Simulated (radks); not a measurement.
The numbers below are computed, except where a source is named.
Ga XXIII, configuration [He] 2s2 2p5. Level of theory: Dirac Kohn-Sham, LDA (Slater exchange, VWN5 correlation), spin-unpolarised, spherical densities, finite nucleus; open shells fill j = l - 1/2 first; Fermi nuclear charge, rms radius 3.9973 fm (a radial shooting solver on a logarithmic mesh with Libxc functionals).

Normalised radial functions P(r) = r R(r) (large component), r in bohr:

r,1s1/2,2s1/2
0.002165,0.7362,0.2392
0.002624,0.8752,0.2842
0.003205,1.0444,0.3390
0.003883,1.2331,0.3999
0.004705,1.4493,0.4694
0.005701,1.6944,0.5478
0.006908,1.9680,0.6347
0.008437,2.2809,0.7328
0.01022,2.6025,0.8316
0.01239,2.9350,0.9305
0.01501,3.2638,1.0227
0.01819,3.5682,1.0982
0.02221,3.8308,1.1448
0.02691,3.9979,1.1415
0.03261,4.0482,1.0712
0.03951,3.9523,0.9136
0.04788,3.6926,0.6511
0.05848,3.2509,0.2570
0.07085,2.6938,-0.2292
0.08585,2.0651,-0.7888
0.104,1.4415,-1.3618
0.126,0.8986,-1.8634
0.1527,0.4889,-2.1993
0.1865,0.2176,-2.2912
0.226,0.0817,-2.1058
0.2739,0.0241,-1.7004
0.3318,0.0053,-1.1870
0.4021,0.0008,-0.6999
0.4911,0.0001,-0.3265
0.595,0.0000,-0.1231
0.721,0.0000,-0.0348

1s1/2: eigenvalue -11273.4 eV, 0 radial nodes, <r> = 0.0486 bohr, 90 % of the charge inside 0.0868 bohr. 2s1/2: eigenvalue -2224.4 eV, 1 radial node at r = 0.0650 bohr, <r> = 0.211 bohr, 90 % of the charge inside 0.325 bohr.
